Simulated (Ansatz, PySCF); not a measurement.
Si(F)(Cl)(Br)(OH) (BrClFHOSi), SMILES Cl[Si](O)(F)Br. Atoms are numbered in the order given.

```xyz
6

O     -1.6588    -1.1620    -0.4901
Si    -0.2865    -0.6082     0.2047
F     -0.3421    -0.7895     1.8051
Cl     1.2646    -1.7165    -0.5095
Br     0.0106     1.5495    -0.1797
H     -2.4560    -0.6217    -0.4206
```
Charge 0, spin multiplicity 1.

Coordinates come from a B3LYP-D3(BJ)/def2-SVP optimisation. The structure was generated by enumeration, and PubChem lists no compound with its InChIKey, so it may never have been made. The values are those of a single conformer.

Two levels are set side by side: PBE-D3(BJ)/def2-SVP (Ansatz, a quantum-chemistry and plane-wave program) and B3LYP-D3(BJ)/def2-SVP (Ansatz). Each level has its own optimised geometry; the coordinates shown are those of the second. Frequencies come from the Hessian of PySCF at each geometry. Differences are taken from unrounded values.

```
quantity                            B3LYP-D3(BJ)
----------------------------------  ------------
mean bond length (Å)                       1.692
bond O1–Si2 (Å)                            1.635
bond Si2–F3 (Å)                            1.612
bond Si2–Cl4 (Å)                           2.036
bond Si2–Br5 (Å)                           2.212
bond O1–H6 (Å)                             0.966
highest harmonic wavenumber (cm⁻¹)          3868
mean harmonic wavenumber (cm⁻¹)              741
zero-point energy (kcal/mol)               12.72
```

Task: What does PBE-D3(BJ) give, and how far is it from B3LYP-D3(BJ)? (The exact figures need the calculation; the answer reports its results.)

Result: 
```json
[
 {"quantity": "mean bond length (Å)", "PBE-D3(BJ)": "1.701", "PBE-D3(BJ) minus B3LYP-D3(BJ)": "0.009"},
 {"quantity": "bond O1–Si2 (Å)", "PBE-D3(BJ)": "1.649", "PBE-D3(BJ) minus B3LYP-D3(BJ)": "0.014"},
 {"quantity": "bond Si2–F3 (Å)", "PBE-D3(BJ)": "1.624", "PBE-D3(BJ) minus B3LYP-D3(BJ)": "0.012"},
 {"quantity": "bond Si2–Cl4 (Å)", "PBE-D3(BJ)": "2.042", "PBE-D3(BJ) minus B3LYP-D3(BJ)": "0.006"},
 {"quantity": "bond Si2–Br5 (Å)", "PBE-D3(BJ)": "2.216", "PBE-D3(BJ) minus B3LYP-D3(BJ)": "0.004"},
 {"quantity": "bond O1–H6 (Å)", "PBE-D3(BJ)": "0.974", "PBE-D3(BJ) minus B3LYP-D3(BJ)": "0.009"},
 {"quantity": "highest harmonic wavenumber (cm⁻¹)", "PBE-D3(BJ)": "3757", "PBE-D3(BJ) minus B3LYP-D3(BJ)": "-110"},
 {"quantity": "mean harmonic wavenumber (cm⁻¹)", "PBE-D3(BJ)": "722", "PBE-D3(BJ) minus B3LYP-D3(BJ)": "-19"},
 {"quantity": "zero-point energy (kcal/mol)", "PBE-D3(BJ)": "12.39", "PBE-D3(BJ) minus B3LYP-D3(BJ)": "-0.33"}
]
```

Exact exchange shortens and stiffens bonds; PBE has none. Differences between two approximate levels are no errors against the true value.
